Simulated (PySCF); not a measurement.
**Low-lying terms of Mg(2+) (magnesium, charge +2)**

Ground state [Ne], ¹S. All numbers are calculated (PySCF 2.14, the non-relativistic Hamiltonian (point nucleus), in aug-cc-pVTZ (6s5p3d2f, 50 functions)). Vertical excitation energies in eV without spin-orbit coupling; excited terms of each kind are numbered among those the solver found. Frozen: 1s2.

| term | leading excitation | EOM-EE-CCSD |
| --- | --- | --- |
| 1 3P° | 2p → s | 53.078 |
| 1 1P° | 2p → s | 53.674 |
| 1 3S | 2p → p | 58.264 |
| 1 3D | 2p → p | 59.086 |
| 1 1D | 2p → p | 59.337 |
| 1 3P | 2p → p | 59.523 |
| 1 1P | 2p → p | 59.524 |
| 1 1S | 2p → p | 61.658 |
| 2 3P° | 2p → d | 66.272 |
| 1 3F° | 2p → d | 66.421 |
| 1 1F° | 2p → d | 66.449 |
| 2 1P° | 2p → d | 66.517 |
| 1 1D° | 2p → d | 66.632 |
| 1 3D° | 2p → d | 66.638 |
| 2 3S | 2p → p | 69.570 |
| 2 1D | 2p → p | 69.896 |

The solver can miss terms. Rydberg members are limited by the diffuse functions of the basis.
